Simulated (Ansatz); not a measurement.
`CC[S][GaH2]`. The species carries charge 0 and has multiplicity 1. All single points use the PBE0-D4/def2-TZVP geometry. It is one conformer, not always the lowest.

```xyz
11

C    -1.446   -0.425    0.305
C    -0.658    0.400   -0.690
S     0.849   -0.444   -1.285
Ga    2.299    0.029    0.280
H    -0.873   -0.585    1.221
H    -2.377    0.084    0.572
H    -1.697   -1.404   -0.110
H    -1.249    0.594   -1.587
H    -0.383    1.368   -0.267
H     3.726   -0.582    0.127
H     1.809    0.965    1.435
```

**Question.** What is the dipole moment at PBE/def2-TZVPP? (Estimate.)

**Answer.** Computed: 1.50 D, with components (-1.06, 0.70, 0.79) D in this frame, pointing from negative to positive charge.

**Question.** And with r2SCAN, B3LYP, ωB97M-V? (Best estimate.)

**Answer.** Ansatz gave: r2SCAN 1.58 D, B3LYP 1.49 D, ωB97M-V 1.47 D.

**Question.** Give the Mulliken charges with PBE, B3LYP, r2SCAN in def2-TZVPP. (Best estimate.)

**Answer.** Computed: 
| atom | PBE | B3LYP | r2SCAN |
| --- | --- | --- | --- |
| C1 | -0.23 | -0.23 | -0.12 |
| C2 | -0.10 | -0.11 | 0.00 |
| S3 | -0.19 | -0.21 | -0.23 |
| Ga4 | 0.13 | 0.18 | 0.19 |
| H5 | 0.08 | 0.08 | 0.04 |
| H6 | 0.08 | 0.08 | 0.04 |
| H7 | 0.09 | 0.09 | 0.05 |
| H8 | 0.10 | 0.10 | 0.06 |
| H9 | 0.10 | 0.10 | 0.06 |
| H10 | -0.02 | -0.03 | -0.04 |
| H11 | -0.04 | -0.06 | -0.06 |

B3LYP here is the variant with VWN-RPA as its local correlation; programs differ in this.
